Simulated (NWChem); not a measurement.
Molecule: C₂H₆ClFSi; SMILES CC[SiH](F)Cl

```xyz
11

Si     0.5712     0.1512    -0.4861
F      1.7233     0.0673     0.6757
Cl    -0.8049     1.5881     0.1124
C     -0.2787    -1.5078    -0.6342
C     -0.9661    -1.9811     0.6543
H      1.2312     0.6209    -1.7439
H     -1.0062    -1.4269    -1.4722
H      0.4929    -2.2361    -0.9705
H     -1.7343    -1.2539     0.9860
H     -1.4649    -2.9606     0.5122
H     -0.2356    -2.0911     1.4809
```
Atoms are numbered in this order, from 1.

Level: PBE-D3(BJ)/def2-SVP (NWChem), optimised geometry, unscaled harmonic frequencies. 

| frequency (cm⁻¹) | IR intensity (km/mol) |
|---|---|
| 64 | 0.1 |
| 140 | 3.5 |
| 161 | 0.4 |
| 236 | 6.0 |
| 260 | 0.7 |
| 397 | 22.6 |
| 522 | 54.7 |
| 633 | 9.2 |
| 662 | 2.8 |
| 789 | 200.4 |
| 797 | 34.5 |
| 880 | 137.3 |
| 946 | 36.8 |
| 956 | 20.0 |
| 1029 | 13.7 |
| 1203 | 4.0 |
| 1217 | 2.7 |
| 1344 | 1.2 |
| 1372 | 5.9 |
| 1426 | 7.2 |
| 1430 | 6.8 |
| 2205 | 128.5 |
| 2968 | 7.8 |
| 2977 | 24.4 |
| 3019 | 3.3 |
| 3065 | 12.6 |
| 3069 | 11.3 |

```
Quantity                                                                            Value
-----------------------------------------------------------------------  ----------------
zero-point energy                                                           48.3 kcal/mol
thermal correction to the enthalpy at 298.15 K (with zero-point energy)     53.3 kcal/mol
heat capacity Cv                                                         23.7 cal/(mol K)
entropy at 298.15 K and 1 atm (symmetry number 1)                        84.1 cal/(mol K)
dipole moment                                                                      2.11 D
```

Rigid rotor and harmonic oscillator; modes under 100 cm⁻¹ make the entropy uncertain.
